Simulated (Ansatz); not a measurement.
CH4BrFSi (`C[SiH](F)Br`). Charge 0, multiplicity 1.

```tsv
atom	x (Å)	y (Å)	z (Å)
C1	0.875	-0.526	-0.022
Si2	-0.632	0.536	-0.057
F3	-1.267	0.510	-1.520
Br4	-2.153	-0.242	1.349
H5	1.614	-0.155	-0.737
H6	1.321	-0.517	0.975
H7	0.625	-1.557	-0.280
H8	-0.383	1.950	0.292
```

Q: What are the harmonic wavenumbers in cm⁻¹ at PBE0-D4/def2-TZVP (Ansatz, finite differences of forces, unscaled)? (Best estimate.)

A: The calculation gave: 154, 172, 216, 272, 428, 673, 731, 770, 840, 883, 929, 1282, 1440, 1442, 2268, 3054, 3142, 3150.

Q: Is this a minimum?

A: Yes, all 18 modes are real.

Q: Give the ideal-gas thermochemistry at 298.15 K and 1 bar (rigid rotor, harmonic oscillator; point group C1, symmetry number 1).

A: Zero-point energy 130.7 kJ/mol; H(298) − E = 148.5 kJ/mol; entropy 329.8 J/(mol·K), of which translation 170.8, rotation 113.7, vibration 45.3; G(298) − E = 50.2 kJ/mol.

Q: And at 400, 500, 600, 800 and 1000 K?

A: 
```json
{"T (K)": "400", "H − E (kJ/mol)": "158.2", "S (J/mol/K)": "357.7", "G − E (kJ/mol)": "15.2"}
{"T (K)": "500", "H − E (kJ/mol)": "169.1", "S (J/mol/K)": "381.8", "G − E (kJ/mol)": "-21.8"}
{"T (K)": "600", "H − E (kJ/mol)": "180.9", "S (J/mol/K)": "403.4", "G − E (kJ/mol)": "-61.1"}
{"T (K)": "800", "H − E (kJ/mol)": "207.0", "S (J/mol/K)": "440.8", "G − E (kJ/mol)": "-145.7"}
{"T (K)": "1000", "H − E (kJ/mol)": "235.3", "S (J/mol/K)": "472.4", "G − E (kJ/mol)": "-237.1"}
```
